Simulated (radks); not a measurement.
Values are calculated unless marked as measured or tabulated.
Tl26+, 55 electrons, occupied as [Kr] 4d10 4f9 (the NIST ground configuration). Level of theory: non-relativistic Kohn-Sham, LB94 model potential, spin-polarised, spherical densities, point nucleus; open shells are filled with parallel spins first (spin-orbit coupling, left out, can overturn this in heavy ions); relativity is left out, which matters for an element this heavy (a radial shooting solver on a logarithmic mesh with Libxc functionals).

Unscreened Slater integrals over Kohn-Sham orbitals (hartree). They are taken over the spin-up orbitals.

integral     value
F0(4f,4f)   2.2358
F2(4f,4f)   1.1634
F4(4f,4f)  0.75362
F6(4f,4f)  0.54952
F0(4f,4d)   2.1700
F2(4f,4d)   1.0840
F4(4f,4d)  0.70333
G1(4f,4d)   1.1736
G3(4f,4d)  0.78622
G5(4f,4d)  0.57056
F0(4f,4p)   2.1600
F2(4f,4p)   1.0878
G2(4f,4p)  0.88391
G4(4f,4p)  0.63926
F0(4d,4d)   2.1391
F2(4d,4d)   1.0967
F4(4d,4d)  0.74199
F0(4d,4p)   2.1290
F2(4d,4p)   1.0998
G1(4d,4p)   1.3641
G3(4d,4p)  0.87155
F0(4p,4p)   2.1241
F2(4p,4p)   1.1177

Derived for the open shells (J is the average intra-shell exchange parameter used in DFT+U). 4f: F4/F2 = 0.648, F6/F2 = 0.472, J = (286 F2 + 195 F4 + 250 F6)/6435 = 0.09589 hartree.
